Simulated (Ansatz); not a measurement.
Born–Oppenheimer molecular dynamics of Cl2Ge2H4O (9 atoms, charge 0, multiplicity 1). It starts from a relaxed structure.

Method: Ansatz 0.2.0, RKS PBE-D4/def2-SVP.

```json
{
 "ensemble": "NVE (Milne-controlled integrator)",
 "time step": "0.5 fs",
 "steps asked": "150",
 "starting velocities drawn for": "1000 K",
 "seed": "250579"
}
```

First frame:

```xyz
9
Properties=species:S:1:pos:R:3
Ge -0.136 -0.102 0.203
Ge 0.087 0.076 2.617
H -1.320 -0.031 3.249
H 1.008 -1.063 3.110
H 0.717 1.456 2.911
Cl 1.797 0.064 -0.803
Cl -1.375 1.501 -0.618
O -0.873 -1.673 -0.218
H -0.978 -1.771 -1.184
```

Problem. How far do the bonds stretch over the last three quarters of this one trajectory? (Pairs bonded in most of those frames.)

Solution. 
| bond | mean (Å) | spread (Å) | shortest | longest |
| --- | --- | --- | --- | --- |
| Ge1–Ge2 | 2.542 | 0.042 | 2.45 | 2.59 |
| Ge1–Cl6 | 2.202 | 0.019 | 2.18 | 2.23 |
| Ge1–Cl7 | 2.231 | 0.075 | 2.10 | 2.31 |
| Ge1–O8 | 1.801 | 0.023 | 1.77 | 1.84 |
| Ge2–H3 | 1.553 | 0.041 | 1.49 | 1.62 |
| Ge2–H4 | 1.561 | 0.029 | 1.51 | 1.61 |
| Ge2–H5 | 1.553 | 0.023 | 1.51 | 1.59 |
| O8–H9 | 0.981 | 0.004 | 0.97 | 0.99 |

Mean temperature of the second half: 420 K. The conserved energy stayed within 0.0023 meV per atom of its start (net change -0.00011 meV per atom), so the integration is sound. Over the second half the temperature averaged 0.42 of the 1000 K drawn at the start: a run that starts near a minimum puts about half its kinetic energy into the potential. A run of 0.075 ps of so small a system gives no equilibrium averages.

Time of the run: 3.7 min on 4 threads of Arm Neoverse V2 (shared host), peak memory 0.2 GiB.
